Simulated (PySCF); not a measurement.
**EPR parameters of C8H7S**

Compound: C₈H₇S (doublet state).
Structure used (GFN2-xTB), in Å, numbered top down from 1:
```xyz
16
C8H7S angstrom
C     -2.036   -2.209   -0.250
C     -1.993   -0.923   -0.071
C     -0.779   -0.110    0.004
C     -0.859    1.272    0.153
C      0.294    2.035    0.218
C      1.536    1.436    0.135
C      1.622    0.056   -0.012
S      3.231   -0.675   -0.111
C      0.475   -0.714   -0.077
H     -2.758   -2.985   -0.339
H     -2.916   -0.337    0.036
H     -1.826    1.750    0.217
H      0.225    3.107    0.332
H      2.440    2.024    0.184
H      2.808   -1.931   -0.238
H      0.527   -1.788   -0.192
```

The hyperfine couplings belong to this conformer and change with its torsions.

As a line formula: `[H]/[C]=C/c1cccc(S)c1` [radical].

The calculation used UKS B3LYP, pcH-1 on C H S, non-relativistic, mean-field spin-orbit, GIAO (PySCF). One conformer (not necessarily the lowest) at the GFN2-xTB geometry, without solvent, vibrations or thermal averaging. Couplings are sensitive to structure, and on GFN2-xTB geometries they can be far from those on DFT ones. No stability test was run, so a lower SCF solution isn't excluded.

* g1, g2, g3: 2.00186, 2.00220, 2.00285
* g_iso: 2.00230
* Form of g: rhombic: the two nearest values differ by 35 % of g3 − g1
* ⟨S²⟩: 0.7621 (exact 0.7500)
* α and β electrons: 36, 35
* HOMO–LUMO gap, α and β orbitals: 4.74, 3.59 eV

Isotropic coupling and dipolar principal values T1 to T3, in MHz:

| atom | isotope | a_iso | of which spin–orbit | T1 | T2 | T3 | Mulliken spin population |
| --- | --- | --- | --- | --- | --- | --- | --- |
| C1 | 13C | 290.4 | -0.1 | -84.0 | -58.5 | 142.5 | 1.06 |
| C2 | 13C | -19.3 | 0.0 | -19.8 | 1.7 | 18.1 | -0.18 |
| C3 | 13C | 50.3 | 0.0 | -4.8 | -1.5 | 6.3 | 0.06 |
| C4 | 13C | -3.9 | 0.0 | -3.8 | 1.3 | 2.4 | -0.02 |
| C5 | 13C | 1.9 | 0.0 | -0.9 | -0.2 | 1.1 | 0.01 |
| C6 | 13C | -0.1 | 0.0 | -3.3 | 1.4 | 1.9 | -0.02 |
| C7 | 13C | 0.9 | 0.0 | -0.9 | 0.0 | 0.9 | 0.01 |
| S8 | 33S | 0.1 | 0.0 | -0.3 | 0.1 | 0.2 | 0.00 |
| C9 | 13C | 0.2 | 0.0 | -5.0 | 1.2 | 3.8 | -0.01 |
| H10 | 1H | 35.3 | 0.0 | -32.9 | -8.0 | 40.8 | 0.00 |
| H11 | 1H | 180.1 | 0.0 | -5.5 | -1.5 | 7.0 | 0.09 |
| H12 | 1H | 1.0 | 0.0 | -1.6 | -1.5 | 3.2 | 0.00 |
| H13 | 1H | -0.1 | 0.0 | -0.6 | -0.3 | 1.0 | 0.00 |
| H14 | 1H | 1.7 | 0.0 | -0.4 | -0.1 | 0.5 | 0.00 |
| H15 | 1H | 0.0 | 0.0 | -0.9 | -0.8 | 1.6 | 0.00 |
| H16 | 1H | 1.4 | 0.0 | -7.2 | -5.0 | 12.3 | 0.01 |

The largest Mulliken spin populations are on C1 (+1.06), C2 (-0.18) and H11 (+0.09). No atom but C1 exceeds +0.15.

Axes: g1 points within 4° of the C1–H10 bond, g2 points within 14° of the C2–H11 bond and g3 is normal to the molecular plane.

Under fast tumbling the dipolar parts average out, and these isotropic splittings remain: 1 × 1H (H11, I = 1/2, 2 lines) with 6.43 mT, 1 × 1H (H10, I = 1/2, 2 lines) with 1.26 mT, 1 × 1H (H14, I = 1/2, 2 lines) with 0.06 mT, 1 × 1H (H16, I = 1/2, 2 lines) with 0.05 mT and 1 × 1H (H12, I = 1/2, 2 lines) with 0.04 mT.

The 13C coupling of C1 (290.4 MHz) shows only in satellite lines or after enrichment, since that isotope makes up about 1.07 % of natural carbon.
